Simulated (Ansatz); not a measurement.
Relaxation of BFH6SeSi2 (11 atoms, charge 0, multiplicity 1), to a largest force component of 0.015 eV/Å in at most 40 steps.

All numbers below come from RHF/def2-SVP (Ansatz 0.2.0).

```xyz
11
Properties=species:S:1:pos:R:3
F -2.479 0.751 -1.166
Si -1.262 1.675 -0.504
Se 0.677 1.047 -1.481
B 0.549 -0.820 -0.785
Si 1.192 -1.332 0.935
H -1.480 3.128 -0.743
H -1.173 1.429 0.948
H -0.064 -1.613 -1.438
H 0.889 -2.720 1.267
H 2.649 -1.123 0.978
H 0.567 -0.479 2.010
```

Task: Where does it end, and by what steps?

Result: The forces met the threshold. After 39 steps the energy has fallen by 0.826 eV; H8 moved furthest, 1.79 Å.

```csv
step,energy less start (eV),largest force component (eV/Å),accepted
0,0.0000,2.441,yes
2,-0.3069,0.789,yes
4,-0.3751,0.153,yes
6,-0.4776,0.610,yes
8,-0.6142,0.516,yes
10,-0.7030,0.759,yes
12,-0.7766,0.103,yes
14,-0.7932,0.316,yes
16,-0.8107,0.165,yes
18,-0.8138,0.031,yes
20,-0.8148,0.040,yes
22,-0.8152,0.108,no
24,-0.8171,0.051,yes
26,-0.8182,0.066,yes
28,-0.8194,0.168,no
30,-0.8209,0.054,yes
32,-0.8224,0.064,yes
34,-0.8243,0.098,yes
36,-0.8253,0.033,yes
38,-0.8257,0.020,no
39,-0.8257,0.007,yes
```

```xyz
11
Properties=species:S:1:pos:R:3
F -2.063 0.514 0.393
Si -1.232 1.666 -0.367
Se 0.080 0.698 -1.971
B 0.974 -0.749 -1.031
Si 0.832 -1.312 0.929
H -2.176 2.556 -1.057
H -0.444 2.379 0.646
H 1.676 -1.378 -1.769
H -0.199 -2.372 1.048
H 2.137 -1.869 1.368
H 0.481 -0.189 1.831
```

The run took 95 s on 2 threads of Arm Neoverse V2, on a shared host, peak memory 0.32 GiB.
